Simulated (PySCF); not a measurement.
Constitutional and geometric isomers with formula C2H3N. All species are isolated molecules in the gas phase. Strings in code marks are SMILES.

Quantity: vertical ionisation energy (energy after one electron is removed minus that of the parent at the parent's geometry), in eV.

Case: `C#CN`. Geometry of `C(#C)N` (neutral, multiplicity 1, Å):

```xyz
6

C      1.4151     0.1124    -0.4159
C      0.2534     0.0058    -0.1144
N     -1.0207    -0.1281     0.2953
H      2.4359     0.2083    -0.6908
H     -1.5124    -0.9168    -0.1022
H     -1.5713     0.7184     0.2491
```

What vertical ionisation energy (energy after one electron is removed minus that of the parent at the parent's geometry) does r2SCAN-D4/def2-TZVP (PySCF) give?

8.90 eV.
